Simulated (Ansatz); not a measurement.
The cluster Mg₂Te₂⁺. Charge 1, multiplicity 2. Geometry r2SCAN-D4/def2-SVP, that of the neutral singlet; atoms count from 1.

Cartesian coordinates in Å:
```
Mg 0.684 0.728 0.985
Mg -0.684 -0.728 -0.985
Te 0.854 1.363 -1.600
Te -0.854 -1.363 1.600
```

In the def2 sets Te takes a core potential; there is no spin–orbit coupling. The structure comes from a short search, and lower isomers may exist.

Question: Estimate the Mulliken populations from the PBE0/def2-TZVP orbitals of Ansatz.

Answer: 
```json
{"atom": "Mg1", "charge (e)": "0.70", "spin (α − β)": "-0.08"}
{"atom": "Mg2", "charge (e)": "0.70", "spin (α − β)": "-0.08"}
{"atom": "Te3", "charge (e)": "-0.20", "spin (α − β)": "0.58"}
{"atom": "Te4", "charge (e)": "-0.20", "spin (α − β)": "0.58"}
```
Mulliken values and Mayer orders depend strongly on the basis.

Question: Where does the spin sit?

Answer: Summed by element: Mg -0.15, Te 1.15, of 1 unpaired in all. Largest on single atoms: Te3 0.58, Te4 0.58, Mg1 -0.08.

Question: And the Mayer bond orders between bonded heavy atoms (over 0.3)?

Answer: Mg1–Te3 0.88 (2.67 Å); Mg1–Te4 0.88 (2.67 Å); Mg2–Te3 0.88 (2.67 Å); Mg2–Te4 0.88 (2.67 Å). Values over 0.3 also appear between atoms too far apart for a bond (Te3–Te4 0.39 at 4.54 Å); they arise where an orbital or an unpaired electron spreads over both atoms.
